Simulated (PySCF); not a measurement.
Compound: C3H14OSi3.
Structure used (PBE0-D3(BJ)/def2-SVP), in Å, numbered top down from 1:
```
atom  x, y, z in Å
C1    -3.1552    1.1467   -0.7663
C2    -2.2802    0.0795   -1.4099
C3    -1.0085   -0.2784   -0.6150
Si4   -1.3523   -1.0836    1.0628
Si5    0.2095    1.1494   -0.4742
O6     1.6612    0.5818    0.0755
Si7    2.9822   -0.3586    0.3638
H8    -4.0519    1.3390   -1.3741
H9    -2.6231    2.1051   -0.6538
H10   -3.4959    0.8455    0.2375
H11   -2.8812   -0.8340   -1.5616
H12   -1.9899    0.4130   -2.4219
H13   -0.4470   -1.0486   -1.1790
H14   -2.4153   -2.1284    0.9137
H15   -1.8165   -0.0886    2.0788
H16   -0.1114   -1.7306    1.5863
H17   -0.2567    2.1950    0.4843
H18    0.3971    1.7771   -1.8204
H19    3.6336    0.0826    1.6309
H20    3.9562   -0.2283   -0.7610
H21    2.5810   -1.7926    0.4906
```

Computed with PySCF at B3LYP/def2-SVPD, non-relativistic, on one gas-phase PBE0-D3(BJ)/def2-SVP geometry that isn't relaxed in the solvent. The solvent is an IEF-PCM continuum (cavity from Bondi-type radii × 1.2), and excitations are vertical TDDFT with non-equilibrium linear response and a frozen core. Specific hydrogen bonds and non-electrostatic terms are outside this model.

Gas-phase singlets (H = HOMO, L = LUMO):

```
state  E (eV)  λ (nm)      f             leading configurations
   S1   6.597     188  0.003                            H→L 96%
   S2   6.910     179  0.001                          H-1→L 95%
   S3   7.013     177  0.001                          H→L+1 96%
   S4   7.332     169  0.001                          H-2→L 83%
   S5   7.517     165  0.030  H-1→L+1 46%, H→L+3 24%, H→L+2 19%
```

**Question.** Give the list for dichloromethane (ε = 8.93), n² = 2.03.

**Answer.** 
```
state  E (eV)  λ (nm)      f  leading configurations  change by rank (eV)
   S1   6.548     189  0.006                 H→L 96%               -0.049
   S2   6.920     179  0.002               H-1→L 92%               +0.010
   S3   7.035     176  0.001               H→L+1 93%               +0.022
   S4   7.287     170  0.003               H-2→L 82%               -0.045
   S5   7.462     166  0.192    H→L+2 71%, H→L+3 20%               -0.055
```

**Question.** How do the frontier levels move from gas to dichloromethane?

**Answer.** 
```csv
orbital,gas (eV),solvent (eV),change (eV),"Löwdin shares, gas","Löwdin shares, solvent"
LUMO+2,0.52,0.60,+0.08,"Si7 18 %, Si4 16 %, H14 8 %, Si5 8 %","Si4 18 %, Si7 17 %, H14 8 %, Si5 7 %"
LUMO+1,0.08,0.25,+0.17,"Si4 15 %, Si7 10 %, Si5 8 %, C2 8 %","Si4 16 %, Si7 12 %, Si5 8 %, C1 7 %"
LUMO,-0.28,-0.19,+0.09,"Si7 22 %, Si5 17 %, O6 11 %, H20 7 %","Si7 22 %, Si5 17 %, O6 11 %, H20 8 %"
HOMO,-7.80,-7.65,+0.15,"C3 27 %, Si5 14 %, O6 13 %, Si4 8 %","C3 28 %, Si5 14 %, O6 12 %, C2 9 %"
HOMO-1,-8.24,-8.15,+0.09,"O6 26 %, Si5 16 %, H17 12 %, H18 10 %","O6 23 %, Si5 16 %, H17 12 %, H18 10 %"
HOMO-2,-8.55,-8.41,+0.14,"C3 17 %, O6 15 %, Si4 12 %, C2 10 %","O6 17 %, C3 15 %, Si4 11 %, C2 10 %"
HOMO-3,-8.95,-8.84,+0.11,"Si4 14 %, Si7 14 %, H21 12 %, H15 12 %","Si7 14 %, Si4 13 %, H21 13 %, O6 11 %"
```

The HOMO–LUMO gap goes from 7.52 to 7.46 eV.
